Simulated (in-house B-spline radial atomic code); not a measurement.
# Ionising neutral gadolinium with different functionals

Computed with a B-spline radial code for spherical atoms: four-component Dirac-Coulomb Hamiltonian, Fermi nucleus of rms radius 5.1569 fm, spin-restricted, spherical fractional occupations for the functionals. The ionisation energy is the difference of two self-consistent energies, [Xe] 4f7 5d1 6s2 → [Xe] 4f7 5d1 6s1, without Breit or QED terms; ε is the level of the shell that loses the electron (mean over j).

Hybrids are left out here: with spherical fractional occupations of an open shell their exact exchange keeps a self-interaction that integer-occupation calculations don't have.

```tsv
method	rung	ΔSCF (eV)	-ε(6s) (eV)
LDA VWN5	LDA	6.85	4.27
relativistic LDA	LDA	?	?
LDA PW92	LDA	6.85	4.27
LDA exchange-only	LDA	5.97	3.44
PBE	GGA	6.65	4.13
PBEsol	GGA	?	?
BLYP	GGA	6.57	3.98
RPBE	GGA	6.55	4.07
PW91	GGA	6.69	4.17
BP86	GGA	6.82	4.26
AM05	GGA	6.61	4.08
OLYP	GGA	6.27	3.81
```

Question: What does relativistic LDA give?

Answer: ΔSCF 6.83 eV, and -ε(6s) = 4.26 eV.

Question: What does PBEsol give?

Answer: ΔSCF 6.67 eV, and -ε(6s) = 4.15 eV.

Question: How do they compare with the NIST value?

Answer: NIST lists 6.150 eV (measured, ground level to ground level). Errors run from -0.18 to +0.70 eV; OLYP is closest (+0.12 eV), but part of that can be cancellation, since the calculations leave out Breit-QED terms, spin polarisation, the choice among j levels, multiplet and fine-structure energies.
